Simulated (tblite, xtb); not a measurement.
H₂ClO, charge +1, singlet, geometry from GFN2-xTB. Base run: GFN1-xTB (xtb).

Input for xtb:
```
$ xtb mol.xyz --gfn 1 --chrg 1 --json

# file mol.xyz
4

O     -0.04953206     1.10991468    -0.06643190
H     -0.99333882     1.37577953     0.07064769
Cl     0.05025526    -0.69019538    -0.01068915
H      0.53525584     1.47822452     0.64252305
```

Programs used: tblite, xtb; a row that names a program was run with it.

The base run was repeated with changes; each row names its change, and settings that it needs were set with it.

| change | ΔE vs base (mEh) | HOMO-LUMO gap (eV) | G_solv (kcal/mol) | SCF cycles |
|---|---|---|---|---|
| base | 0.000 | 3.16 | - | 9 |
| alpb = water | ? | ? | ? | 9 |
| program = tblite; method = gfn1; option = (--etemp, 2000) | -0.003 | - | - | - |
| etemp = 1000 | 0.000 | 3.16 | - | 9 |
| program = tblite; method = gfn1; option = (--alpb, water) | ? | - | - | - |
| program = tblite; method = gfn1; option = (--guess, eeq) | 0.000 | - | - | - |
| acc = 0.1 | 0.000 | 3.16 | - | 9 |
| gbsa = acetonitrile | ? | ? | ? | 9 |
| file = coord | 0.000 | 3.16 | - | 9 |
| etemp = 3000 | -0.108 | 3.16 | - | 9 |

### Question
Complete the blanks.

### Answer

- alpb = water, ΔE vs base (mEh): -107.2
- alpb = water, HOMO-LUMO gap (eV): 3.29
- alpb = water, G_solv (kcal/mol): -68.77
- program = tblite; method = gfn1; option = (--alpb, water), ΔE vs base (mEh): -108.4
- gbsa = acetonitrile, ΔE vs base (mEh): -117.3
- gbsa = acetonitrile, HOMO-LUMO gap (eV): 3.30
- gbsa = acetonitrile, G_solv (kcal/mol): -74.68

ALPB and GBSA are two models with their own fitted parameters for each solvent, which aren't always the measured dielectric constant.
